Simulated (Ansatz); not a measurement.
Reaction (cleavage of the Si–Si bond): `CO[SiH](O)[SiH2]O` + HCl → `CO[SiH](O)Cl` + `O[SiH3]`

Isolated molecules relaxed with PBE0-D4/def2-TZVP in Ansatz; ΔE leaves out vibrations. CCSD(T)/CBS adds triple-zeta CCSD(T) − MP2 to the extrapolated MP2 energy (def2 sets, frozen cores). This one scheme is used for every species. Functionals use def2-TZVPP. Each species was taken in one conformer, which may not be the lowest.

```tsv
level	ΔE (eV)
PBE-D4	-1.23
MP2/def2-QZVPP	-1.51
```

Question: What does CCSD(T)/CBS give? (Best estimate.)

Answer: The calculation gave: -1.41 eV. The listed levels differ from it by 0.18, -0.10 eV.

Largest T1 diagnostic among the species: 0.012.

The D4 term adds +0.05 eV with B3LYP and +0.03 eV with PBE0; it sums over pairs of atoms, weighted by their polarisabilities, and B3LYP, whose exchange is more repulsive, gets the larger term. In def2-TZVPP, CCSD(T) changes the Hartree–Fock value by +0.21 eV (the triples alone add +0.02 eV) and MP2 by +0.10 eV. From PBE to PBE0 (25 % exact exchange), in def2-TZVPP and without D4, ΔE moves by −0.07 eV.

B3LYP here is the variant with VWN-RPA as its local correlation; programs differ in this.
